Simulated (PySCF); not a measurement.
A calculated (BHandHLYP, PySCF 2.14, x2c-TZVPPall with one added diffuse shell each of s, p, d type, scalar relativity by spin-free X2C-1e) atom or ion has these occupied shells.

| shell | electrons | orbital energy (eV) | rms radius, mean of both spins (bohr) |
| --- | --- | --- | --- |
| 1s α | 1 | -37405.2 | 0.0292 |
| 1s β | 1 | -37405.2 | 0.0292 |
| 2s α | 1 | -5967.3 | 0.119 |
| 2s β | 1 | -5967.3 | 0.119 |
| 2p α | 3 | -5353.2 | 0.106 |
| 2p β | 3 | -5353.2 | 0.106 |
| 3s α | 1 | -1283.6 | 0.311 |
| 3s β | 1 | -1283.5 | 0.311 |
| 3p α | 3 | -1083.8 | 0.311 |
| 3p β | 3 | -1083.8 | 0.311 |
| 3d α | 5 | -791.00 | 0.289 |
| 3d β | 5 | -790.99 | 0.289 |
| 4s α | 1 | -262.57 | 0.716 |
| 4s β | 1 | -262.51 | 0.716 |
| 4p α | 3 | -196.57 | 0.762 |
| 4p β | 3 | -196.53 | 0.762 |
| 4d α | 5 | -98.578 | 0.863 |
| 4d β | 5 | -98.542 | 0.863 |
| 5s α | 1 | -39.946 | 1.74 |
| 5s β | 1 | -39.751 | 1.74 |
| 5p α | 3 | -22.830 | 2.04 |
| 5p β | 3 | -22.715 | 2.04 |
| 6s α | 1 | -4.989 | 5.03 |
| 6p α | 1 | -2.678 | 6.50 |

**Question.** Name the element and its charge.

**Answer.** Ba (barium, neutral), in [Xe] 6s1 6p1, high-spin 3P determinant (an excited configuration).
